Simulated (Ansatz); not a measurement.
CH$_{2}$F, doublet, at a GFN2-xTB geometry; B2GP-PLYP/STO-3G (Ansatz, a quantum-chemistry and plane-wave program).

The Ansatz input:
Ansatz 0.2 input:
```yaml
crystal:
  periodic: [false, false, false]
  atoms:
    - {symbol: C, position_ang: [-0.64566325, 0.05423353, 0.06571365]}
    - {symbol: F, position_ang: [0.67813264, -0.05693569, -0.03196981]}
    - {symbol: H, position_ang: [-1.19444638, -0.85777853, -0.05263065]}
    - {symbol: H, position_ang: [-1.03476786, 1.04479852, -0.05392294]}
basis:
  gaussian:
    orbitals: STO-3G
hamiltonian:
  xc: {name: B2GP-PLYP}
magnetization: {spin_polarized: true, initial_magnetization: 1}
```

It wrote (shortened):

```
Functional definition: B2GP-PLYP
165 factors; integrals over basis functions are off by at most 2.1e-5 eV
mean field evaluation 1: about -3724.3594 eV, gradient 7.7e0 eV
mean field evaluation 2: about -3724.3961 eV, gradient 7.7e0 eV
mean field evaluation 4: about -3724.8863 eV, gradient 1.0e0 eV
mean field evaluation 8: about -3724.9026 eV, gradient 1.1e-2 eV
mean field evaluation 16: about -3724.9026 eV, gradient 3.2e-6 eV
mean field -3724.90262083 eV, -136.8876464857 hartree, gradient 3.2e-6 eV, S^2 0.755520; 0 other end points of the search recorded, 0 dependent functions left out
2 core orbitals not correlated
reference -3724.90266983 eV, -136.8876482864 hartree; 7, 6 occupied and 3, 4 virtual orbitals, 165 factors
second order -1.90016216 eV of doubles, -0.00000000 eV of singles
Total energy: -3725.58672820 eV, -136.9127869681 hartree
```
